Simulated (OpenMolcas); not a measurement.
# Ca+: thermal populations, worked from levels

```yaml
Program: OpenMolcas
Basis: ANO-RCC [10s9p6d4f2g]
Scalar_Hamiltonian: DKH2, point nucleus
Active_space: 1 electron in 9 orbitals (3d 4s 4p)
State_averaging: 2S+1 = 2 even, 6 roots; 2S+1 = 2 odd, 3 roots
Spin-orbit_coupling: state interaction with AMFI integrals over the reference wave functions, term energies averaged over their components
```

Methods: CASSCF; SS-CASPT2, IPEA 0.25 Eh, imaginary shift 0.1 Eh (closed shells correlated: 3s 3p). Measured levels: NIST Handbook of Basic Atomic Spectroscopic Data.

**Thermal populations.** Z = Σ (2J + 1) exp(-E/kT) with k = 0.695035 cm-1/K, over the levels below. No other level of either list lies under 52100 cm-1, which is above 7 kT at each temperature.

```json
{"Level": "4s ²S_1/2", "2J + 1": "2", "SS-CASPT2": "0.0", "measured": "0.0"}
{"Level": "3d ²D_3/2", "2J + 1": "4", "SS-CASPT2": "19490", "measured": "13650"}
{"Level": "3d ²D_5/2", "2J + 1": "6", "SS-CASPT2": "19520", "measured": "13711"}
{"Level": "4p ²P°_1/2", "2J + 1": "2", "SS-CASPT2": "24970", "measured": "25192"}
{"Level": "4p ²P°_3/2", "2J + 1": "4", "SS-CASPT2": "25130", "measured": "25414"}
```

| T (K) | Z, SS-CASPT2 | Z, measured levels | Ground level (%), SS-CASPT2 | Ground level (%), measured levels |
| --- | --- | --- | --- | --- |
| 5000 | 2.041 | 2.199 | 98.0 | 91.0 |
| 8000 | 2.365 | 2.916 | 84.6 | 68.6 |

At 8000 K, kT = 5560 cm-1, and the computed levels give Z = 2.000 + 0.120 + 0.179 + 0.022 + 0.044 = 2.365.

CASPT2 does not keep the components of a term degenerate, so their means are used; among the terms shown or strongly mixed into the levels shown the widest spread is 170 cm-1 (3d ²D, SS-CASPT2). ANO sets are built for ground and valence states and can reach diffuse excited orbitals poorly. With one active electron the reference holds no correlation, so core polarisation is missing (holds for CASSCF). With one active electron, CASPT2 adds the correlation within the correlated inactive shells and between them and that electron, and leaves the splitting within a term as the reference gives it (holds for SS-CASPT2). Computed and measured levels are paired by configuration, term and J; levels that our copy of the source lacks, or whose pairing is in doubt (as where it misses far off the trend of its configuration), stay unpaired and out of the deviations. Only configurations of the active space appear.

° marks odd parity.
